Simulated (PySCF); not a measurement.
Radial density of Sb(2+) (antimony, charge +2)

UHF, [Kr] 4d10 5s2 5p1, 2P determinant. Computed with PySCF 2.14 in x2c-TZVPPall with one added diffuse shell each of s, p, d, f type (9s7p5d3f, 76 functions), with the spin-free X2C one-electron Hamiltonian (Gaussian nucleus).

| r (bohr) | 4πr²ρ (e/bohr) | 4πr²(ρα − ρβ) |
| --- | --- | --- |
| 0.0260 | 62.89 | 0.0054 |
| 0.0437 | 57.69 | 0.0150 |
| 0.0736 | 80.86 | 0.0157 |
| 0.124 | 70.81 | -0.0075 |
| 0.208 | 64.42 | 0.0240 |
| 0.350 | 51.63 | 0.0042 |
| 0.589 | 21.88 | 0.0708 |
| 0.991 | 19.29 | -0.0218 |
| 1.67 | 4.263 | 0.3708 |
| 2.80 | 1.027 | 0.3938 |
| 4.71 | 0.05602 | 0.0390 |
| 7.93 | 1.377e-05 | 0.0000 |

Densities and radii are taken from the X2C orbitals without a picture-change correction, which distorts them close to the nucleus.

Question: Where is the radial spin density 4πr²(ρα − ρβ) most negative, and why is it negative at all?

Answer: Around r = 0.991 bohr, down to -0.0218 e/bohr: exchange with the open shell polarises the paired shells in an unrestricted calculation.
